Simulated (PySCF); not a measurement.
Cu(OH) (CuHO), SMILES [OH][Cu], multiplicity 1.

The structure is a stationary point at r2SCAN-D4/def2-TZVP. The spin state was assumed, not searched.

Two levels are set side by side: PBE/def2-TZVPD (PySCF) and CAM-B3LYP/def2-TZVPD (PySCF). Same geometry, gas phase. Differences are taken from unrounded values.

```csv
quantity,PBE
orbital gap (eV),1.70
highest occupied level (eV),-5.32
lowest empty level (eV),-3.62
dipole moment (D),3.31
mean polarisability (bohr³),35.6
```

Task: These are the PBE values. What does CAM-B3LYP give? (Estimate from the structure and the level; the computed values follow.)

Result: 
```tsv
quantity	CAM-B3LYP	PBE minus CAM-B3LYP
orbital gap (eV)	6.51	-4.81
highest occupied level (eV)	-8.35	3.03
lowest empty level (eV)	-1.84	-1.78
dipole moment (D)	4.21	-0.90
mean polarisability (bohr³)	29.8	5.8
```

PBE's occupied levels lie high since its potential decays too fast outside the molecule; exact exchange lowers them and widens the gap. PBE's more diffuse valence density responds more strongly to a field. Differences between two approximate levels are no errors against the true value.

Rough cost on one machine, each run with all the roots and properties that it gave: CAM-B3LYP against PBE within a factor of 2.
